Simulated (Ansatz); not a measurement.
# Molecular dynamics of Cl

Input:

```yaml
crystal:
  lattice:
    - [7.398636, 0.0, 0.0]
    - [0.0, 7.398636, 0.0]
    - [0.0, 0.0, 7.398636]
  atoms:
    - { symbol: Cl, position: [0.41087985, 0.20589299, 0.86654574] }
    - { symbol: Cl, position: [0.40835487, 0.52639871, 0.86454555] }
    - { symbol: Cl, position: [0.85923729, 0.10652797, 0.07764919] }
    - { symbol: Cl, position: [0.80587438, 0.34479918, 0.19285497] }
    - { symbol: Cl, position: [1.01591664, 1.09353265, 0.5964552] }
    - { symbol: Cl, position: [0.94982325, 0.81955755, 0.54677245] }
    - { symbol: Cl, position: [0.41809509, 0.54279557, 0.51787832] }
    - { symbol: Cl, position: [0.39153459, 0.56518643, 0.21390549] }
    - { symbol: Cl, position: [0.39196864, 0.89006693, 0.85149552] }
    - { symbol: Cl, position: [0.67161836, 0.86255393, 0.7217546] }
    - { symbol: Cl, position: [1.00530005, 0.45659463, 0.76286534] }
    - { symbol: Cl, position: [0.77903851, 0.45771455, 0.61203318] }
basis:
  ecutwfc: 420.0
kpoints:
  mp_grid: { grid: [1, 1, 1] }
hamiltonian:
  xc: pbe
  dispersion: d3bj
scf:
  occupations: { method: fermi_dirac, width: 0.02 }
  lower_state_search: "off"
  max_iter: 84
md:
  timestep: 12
  n_steps: 200
  ensemble: nvt_nose_hoover
  temperature: 700.0
  initial_velocities: maxwell_boltzmann
  seed: 179272
  nose_hoover: { tau: 50.0, chain_length: 3 }
```

Command:

```bash
$ ansatz run input.yaml --threads 1 --pin off --max-ram 3072MiB --backend cpu --events-out ev --progress --plain --runs-dir out
```

It goes on from the last frame of an earlier run, with new velocities.

Output, in part (step lines):

```
md step     0: t =     0.00 fs  T =   700.0 K  F+E_penalty+E_count = -12956.07270788 eV  E_kin = 0.995302 eV  conserved = -12955.07740589 eV  (11 SCF iters)
md step     1: t =    12.00 fs  T =   587.8 K  F+E_penalty+E_count = -12955.87935448 eV  E_kin = 0.835757 eV  conserved = -12955.04555804 eV  (10 SCF iters)
md step     2: t =    24.00 fs  T =   601.8 K  F+E_penalty+E_count = -12955.91958143 eV  E_kin = 0.855709 eV  conserved = -12955.08193465 eV  (10 SCF iters)
md step     3: t =    36.00 fs  T =   610.1 K  F+E_penalty+E_count = -12955.86578289 eV  E_kin = 0.867457 eV  conserved = -12955.05000045 eV  (10 SCF iters)
md step     4: t =    48.00 fs  T =   712.7 K  F+E_penalty+E_count = -12955.97430045 eV  E_kin = 1.013320 eV  conserved = -12955.07071568 eV  (11 SCF iters)
md step     5: t =    60.00 fs  T =   807.1 K  F+E_penalty+E_count = -12956.02586550 eV  E_kin = 1.147622 eV  conserved = -12955.07095117 eV  (10 SCF iters)
md step     6: t =    72.00 fs  T =   868.8 K  F+E_penalty+E_count = -12955.98158621 eV  E_kin = 1.235267 eV  conserved = -12955.03823619 eV  (10 SCF iters)
md step     7: t =    84.00 fs  T =  1184.3 K  F+E_penalty+E_count = -12956.32481040 eV  E_kin = 1.683944 eV  conserved = -12955.04432579 eV  (10 SCF iters)
[... lines left out ...]
md step   199: t =  2388.00 fs  T =   418.0 K  F+E_penalty+E_count = -12959.34392530 eV  E_kin = 0.594312 eV  conserved = -12955.16734426 eV  (9 SCF iters)
md step   200: t =  2400.00 fs  T =   775.9 K  F+E_penalty+E_count = -12959.74750484 eV  E_kin = 1.103291 eV  conserved = -12955.18776382 eV  (9 SCF iters)
```

The steps, from the saved trajectory:

```tsv
time (fs)	T (K)	potential energy less start (eV)	conserved less start (meV/atom)
0.0	700	0.000	0.00
72.0	869	0.091	3.26
144.0	657	-1.141	-0.68
216.0	454	-1.630	-2.60
288.0	705	-2.289	-5.66
360.0	624	-2.314	-5.06
432.0	781	-2.192	-4.25
504.0	608	-1.700	-3.11
576.0	559	-1.890	-4.18
648.0	656	-2.409	-5.71
720.0	693	-2.788	-5.74
792.0	484	-3.095	-9.89
864.0	583	-3.120	-8.12
936.0	885	-2.727	-5.32
1008.0	659	-2.851	-6.96
1080.0	662	-3.063	-7.80
1152.0	988	-4.002	-9.87
1224.0	526	-3.947	-9.25
1296.0	714	-3.879	-9.20
1368.0	555	-3.294	-8.03
1440.0	1120	-3.787	-8.21
1512.0	977	-4.174	-10.15
1584.0	523	-3.913	-10.20
1656.0	480	-3.584	-8.96
1728.0	964	-3.500	-7.56
1800.0	751	-3.770	-8.64
1872.0	594	-3.991	-9.72
1944.0	701	-3.899	-9.27
2016.0	816	-3.072	-5.97
2088.0	754	-3.538	-8.53
2160.0	506	-3.711	-9.52
2232.0	711	-4.061	-10.11
2304.0	587	-3.968	-9.56
2376.0	332	-3.197	-7.31
```

All steps were run. The conserved energy wandered by up to 11.2 meV per atom (net -9.2 meV per atom), which is poor conservation. A run of 2.4 ps of so small a system gives no equilibrium averages. Limits of this set-up: coarse k mesh.

Mean squared displacements from the first frame to the last, about the centre of mass: Cl 2.43 Å².

Last frame:

```xyz
12
Lattice="7.3986 0.0000 0.0000 0.0000 7.3986 0.0000 0.0000 0.0000 7.3986" Properties=species:S:1:pos:R:3
Cl 2.724 3.175 6.680
Cl 2.574 5.578 6.651
Cl 7.568 0.684 -0.621
Cl 7.210 0.419 1.825
Cl 7.294 8.021 4.062
Cl 7.095 5.485 3.966
Cl 2.566 2.926 4.044
Cl 2.885 2.850 1.692
Cl 2.770 7.861 6.950
Cl 5.173 7.813 6.840
Cl 7.278 3.168 4.056
Cl 4.850 2.859 4.349
```

Time of the run: 5.5 min on 1 thread of Intel(R) Xeon(R) Platinum 8488C (Sapphire Rapids) (shared host), peak memory 0.47 GiB.
